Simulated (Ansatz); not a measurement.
Potential energy curve for SMILES [CH3][Al]([CH3])[O][Si](O)(O)O. The Al1–C14 bond (Al1 also carries C, O; C14 carries H, H, H) is pulled apart rigidly from the PBE0/def2-SVP optimised geometry.

Computed with unrestricted PBE0/def2-SVP in Ansatz (a program for electronic structure).

The batch members p0 to p7 hold the bond at 1.60, 1.70, 1.83, 1.91, 1.95, 2.00, 2.07, 2.23 Å.

Ansatz input:

Ansatz 0.2 input:
```yaml
# input.yaml
basis:
  gaussian: { orbitals: def2-svp }
hamiltonian:
  xc: pbe0
batch:
  members: [p0.yaml, p1.yaml, p2.yaml, p3.yaml, p4.yaml, p5.yaml, p6.yaml, p7.yaml]

# p4.yaml, one of the 8 members of this batch
crystal:
  periodic: [false, false, false]
  atoms:
    - { symbol: Al, position_ang: [0.0, 0.0, 0.0] }
    - { symbol: C, position_ang: [-0.02184134, -1.56008321, -1.16787021] }
    - { symbol: H, position_ang: [-1.04750443, -1.76345075, -1.52303305] }
    - { symbol: H, position_ang: [0.34208869, -2.47842241, -0.68058578] }
    - { symbol: H, position_ang: [0.59134521, -1.36702974, -2.06323586] }
    - { symbol: O, position_ang: [0.0, 1.55951374, -0.74111579] }
    - { symbol: Si, position_ang: [0.22268588, 2.28128326, -2.18538887] }
    - { symbol: O, position_ang: [1.40360522, 1.41222472, -2.9507564] }
    - { symbol: O, position_ang: [0.60628194, 3.87450633, -1.952915] }
    - { symbol: O, position_ang: [-1.09692634, 2.28510485, -3.17785878] }
    - { symbol: H, position_ang: [1.48140751, 1.57252514, -3.89548221] }
    - { symbol: H, position_ang: [1.05849149, 4.06339985, -1.12598542] }
    - { symbol: H, position_ang: [-1.64751612, 3.06961603, -3.10199813] }
    - { symbol: C, position_ang: [0.0, 0.0, 1.95] }
    - { symbol: H, position_ang: [0.95793696, 0.38706538, 2.33890727] }
    - { symbol: H, position_ang: [-0.14882926, -1.00280755, 2.38042463] }
    - { symbol: H, position_ang: [-0.78642056, 0.66242247, 2.34886166] }
total_charge: 0
magnetization:
  spin_polarized: true
```

Lines of the output on each member:

```
Member 1: Total energy: -24859.87295810 eV, -913.5834805829 hartree
Member 2: Total energy: -24860.43287670 eV, -913.6040572122 hartree
Member 0: Total energy: -24858.96833313 eV, -913.5502362286 hartree
Member 3: Total energy: -24860.54991042 eV, -913.6083581221 hartree
Member 4: Total energy: -24860.56280872 eV, -913.6088321258 hartree
Member 5: Total energy: -24860.54532610 eV, -913.6081896515 hartree
Member 6: Total energy: -24860.47085741 eV, -913.6054529775 hartree
Member 7: Total energy: -24860.15373833 eV, -913.5937990661 hartree
```

The unrestricted determinant behind UKS-PBE0 is spin-contaminated at 3.23 to 5.71 Å (<S²> up to 1.0, against 0.00 for a pure singlet).
